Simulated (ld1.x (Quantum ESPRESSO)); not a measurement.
## What the settings do to the ultrasoft potential of In (Z = 49)

Base potential:

* Element: indium (In)
* Generator: ld1.x (Quantum ESPRESSO) 7.5
* Type: ultrasoft
* Functional: LDA (PZ)
* Relativity: scalar-relativistic
* Frozen core: [Ar] 3d10 4s2
* Valence charge: 19
* Reference configuration: 4p6 4d10 5s2 5p1
* Partial waves: 5s (bound): rcut 1.85, rcutus 2.25 bohr; 5s channel at 1.25 Ry: rcut 1.85, rcutus 2.25 bohr; 4p (bound): rcut 1.20, rcutus 1.30 bohr; 5p (bound): rcut 1.20, rcutus 1.30 bohr; 4d (bound): rcut 1.30, rcutus 1.45 bohr; 4d channel at -0.95 Ry: rcut 1.30, rcutus 1.45 bohr
* Local potential: all-electron potential smoothed inside 1.60 bohr (lloc = -1)
* Core correction: Bessel-smoothed model core inside 1.20 bohr
* Augmentation charge: PSQ, inside the norm-conserving radii

All-electron outer shells of the reference configuration (LDA (PZ), scalar-relativistic, ld1.x):

| shell | level (eV) | outermost node (bohr) | outermost maximum (bohr) |
| --- | --- | --- | --- |
| 3d | -433.01 | – | 0.26 |
| 4s | -119.46 | 0.41 | 0.77 |
| 4p | -78.05 | 0.42 | 0.82 |
| 4d | -18.71 | 0.40 | 0.94 |
| 5s | -8.49 | 1.02 | 2.13 |
| 5p | -2.70 | 1.14 | 2.85 |

Cutoffs, loose and tight: the cutoffs (Ry, on a coarse ladder) from which the occupation-weighted sum of valence levels, in a spherical-Bessel basis at the reference potential, stays within 10 and 1 mRy of its value at 400 Ry. They do not see the model core or the augmentation charge, which bear on the density cutoff. Test errors are all-electron minus pseudo excitation energies from the reference, over the configurations 4p6 4d10 5s2 5p0; 4p6 4d10 5s1 5p0; 4p6 4d10 5s0 5p0; 4p6 4d9 5s2 5p1; 4p6 4d9 5s2 5p2; 4p5 4d10 5s2 5p1; 4p6 4d10 5s2 5p1.3 (two spin-polarised tests are not counted in the largest error). A dash means not determined; rows that change the core or the reference have their own tests. The largest error is taken over the tests solved by every variant that gives reliable tests at all: 4p6 4d10 5s0 5p0; 4p6 4d10 5s1 5p0; 4p6 4d10 5s2 5p0.

A true bound ghost makes a file unfit for plane-wave use even where its test errors are small: the radial tests pick states by their node count and pass the ghost by.

Cutoffs are not given where the Bessel-basis levels miss the radial ones by over 6 mRy, ghosts where they miss by over 20 mRy; a channel whose overlap is not positive is not tested.

A file whose overlap is not positive is unfit for use, and its test errors describe a broken file.

| change | outcome | cutoff, loose | cutoff, tight | bound ghosts | largest test error (meV) |
| --- | --- | --- | --- | --- | --- |
| base | generated | 80 Ry | 120 Ry | s | -13 |
| functional revPBE | generated | 80 Ry | 120 Ry | s | -16 |
| local potential all-electron potential smoothed inside 1.15 bohr (lloc = -1) | generated | 70 Ry | 120 Ry | s | -13 |
| type RRKJ; waves now 5s (bound): rc 2.25 bohr; 4p (bound): rc 1.30 bohr; 4d (bound): rc 1.45 bohr; local potential all-electron potential smoothed inside 1.05 bohr (lloc = -1) | failed: compute_phi: phi has nodes before r_c | – | – | – | – |
| augmentation PSQ, radius 1.25 bohr | generated | 80 Ry | 120 Ry | s | -13 |
| waves 5s (bound): rcut 1.85, rcutus 2.48 bohr; 5s channel at 1.25 Ry: rcut 1.85, rcutus 2.48 bohr | generated | 80 Ry | 120 Ry | s | -17 |
| local potential all-electron potential smoothed inside 1.96 bohr (lloc = -1) | generated | 80 Ry | 120 Ry | none | -13 |
| waves 4p (bound): rcut 1.20, rcutus 1.64 bohr; 5p (bound): rcut 1.20, rcutus 1.64 bohr | generated, overlap not positive | – | – | s (p not tested, overlap not positive) | -238 |
| all radii but the core radius scaled by about 0.73 (s 1.64, p 0.94, d 1.06 bohr, rcut 1.36/0.88/0.94); local potential all-electron potential smoothed inside 1.16 bohr (lloc = -1) | failed: chargeps: negative rho | – | – | – | – |
| core [Kr] 4d10, valence charge 3; reference 5s2 5p1; waves now 5s (bound): rcut 1.80, rcutus 2.15 bohr; 5s channel at 1.25 Ry: rcut 1.80, rcutus 2.15 bohr; 5p (bound): rcut 2.00, rcutus 2.15 bohr; 5p channel at 1.8 Ry: rcut 2.00, rcutus 2.15 bohr; local potential all-electron potential smoothed inside 1.85 bohr (lloc = -1); core correction Bessel-smoothed model core, default radius (core density twice the valence density) | generated | 8 Ry | 12 Ry | none | -255 over the solved tests; test run stopped at test 6 of 9 (negative rho) |
| reference 4p6 4d10 5s2 5p0 | generated | 80 Ry | 120 Ry | s | -38 |
| wave 4d channel at -0.95 Ry: rcut 1.30, rcutus 1.45 bohr becomes 4d channel at 0.46 Ry: rcut 1.30, rcutus 1.45 bohr | generated | 80 Ry | 120 Ry | s | test run stopped at test 1 of 9 (negative rho) |
| core correction Bessel-smoothed model core inside 0.96 bohr | generated | 80 Ry | 120 Ry | s | -13 |
